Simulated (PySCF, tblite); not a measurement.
Problem. What does the GFN2-xTB structure of `C=C/C(C)=N\N=C/C(C)C` look like in three dimensions?

Solution. 
```
atom  x, y, z in Å
C1    -3.3323   -0.5941   -0.9068
C2    -2.2054   -0.5868   -0.2004
C3    -1.7542    0.4964    0.6558
C4    -2.6042    1.7163    0.8407
N5    -0.6379    0.4686    1.2797
N6     0.1926   -0.4915    1.4505
C7     1.2926   -0.7498    0.8874
C8     1.8515   -0.0841   -0.3412
C9     3.2350    0.4895   -0.0345
C10    1.9283   -1.0980   -1.4849
H11   -3.6052   -1.4362   -1.5200
H12   -4.0207    0.2331   -0.9017
H13   -1.5407   -1.4427   -0.2346
H14   -3.5704    1.4413    1.2615
H15   -2.1072    2.4082    1.5142
H16   -2.7756    2.2097   -0.1148
H17    1.8817   -1.5372    1.3391
H18    1.1786    0.7324   -0.6285
H19    3.6464    0.9739   -0.9174
H20    3.1752    1.2225    0.7671
H21    3.9144   -0.3037    0.2716
H22    2.3430   -0.6311   -2.3757
H23    2.5639   -1.9361   -1.2055
H24    0.9389   -1.4808   -1.7269
```

Any rigid rotation of these coordinates is as good. Atoms count from 1 in this order. N6 (C=N nitrogen) is bent (angle 131.2°). The 6 C–C bonds span 1.330 Å (C1=C2, drawn double) to 1.530 Å (C8–C10, drawn single), a spread of 0.200 Å. Of the pairs four or more bonds apart, C4···H12 is among the closest relative to their van der Waals radii: 2.69 Å, 93 % of the sum of Bondi's values.

Bonds between heavy atoms (Å): C1=C2 1.330, C2–C3 1.453, C3–C4 1.498, C3=N5 1.279, N5–N6 1.281, N6=C7 1.263, C7–C8 1.505, C8–C9 1.529, C8–C10 1.530.

The geometry is computed with GFN2-xTB (gas phase).

Point group: C1 (no symmetry element, even within 0.4 Å). Its GFN2-xTB frequencies are all real (lowest 21 cm⁻¹). One conformer, not necessarily the lowest (C1–C2–C3–C4 2°, C3–N5–N6–C7 102°, N6–C7–C8–C9 124°). 3 starts were optimised and ended at 0.00, 0.23 and 10.66 kcal/mol (GFN2-xTB); the lowest of these is shown.
